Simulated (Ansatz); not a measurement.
Start from `[NH2][Zn][SH]` and change one atom or group to get `[OH][Zn][SH]`.

Ansatz, PBE0-D4/def2-TZVP geometries, multiplicity 1. Each molecule was computed in one conformer, which needn't be the lowest.

Scalar relativity is left out up to krypton.

```tsv
property	`[NH2][Zn][SH]`
size of the dipole moment (ωB97M-V/def2-TZVPP) / D	2.06
HOMO–LUMO gap (ωB97M-V/def2-TZVPP) / eV	10.32
HOMO energy (PBE/def2-TZVPP) / eV	-5.76
HOMO energy (B3LYP/def2-TZVPP) / eV	-6.86
HOMO–LUMO gap (B3LYP/def2-TZVPP) / eV	5.92
LUMO energy (ωB97M-V/def2-TZVPP) / eV	0.86
```

Problem. What does the change do to each property? (Best estimate.)

Solution. Ansatz gave: 
```tsv
property	`[OH][Zn][SH]`	shift
size of the dipole moment (ωB97M-V/def2-TZVPP) / D	1.51	-0.55
HOMO–LUMO gap (ωB97M-V/def2-TZVPP) / eV	10.30	-0.02
HOMO energy (PBE/def2-TZVPP) / eV	-6.29	-0.53
HOMO energy (B3LYP/def2-TZVPP) / eV	-7.26	-0.40
HOMO–LUMO gap (B3LYP/def2-TZVPP) / eV	5.92	0.00
LUMO energy (ωB97M-V/def2-TZVPP) / eV	0.60	-0.26
```

The zero-point energy changes by -31.4 kJ/mol with -3 modes. Dipoles are sizes alone; their direction can turn.

B3LYP here is the variant with VWN-RPA as its local correlation; programs differ in this.
